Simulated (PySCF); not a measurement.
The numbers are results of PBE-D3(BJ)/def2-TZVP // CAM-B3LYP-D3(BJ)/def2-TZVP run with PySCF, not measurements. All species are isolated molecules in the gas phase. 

Reference species (SMILES): `[F][AlH2]` (neutral, multiplicity 1).

```
Property          Value
-------------  --------
HOMO           -7.46 eV
LUMO           -2.13 eV
HOMO–LUMO gap   5.33 eV
```

Changed species: `[AlH3]` (0 of 3 H replaced by F; the reference has 1 of 3 H replaced by F).

### Question
Give the shifts of the HOMO, LUMO and HOMO–LUMO gap.

### Answer
the HOMO rises by 0.15 eV, to -7.31 eV; the LUMO decreases by 0.39 eV, to -2.52 eV; the HOMO–LUMO gap drops by 0.54 eV, to 4.79 eV.
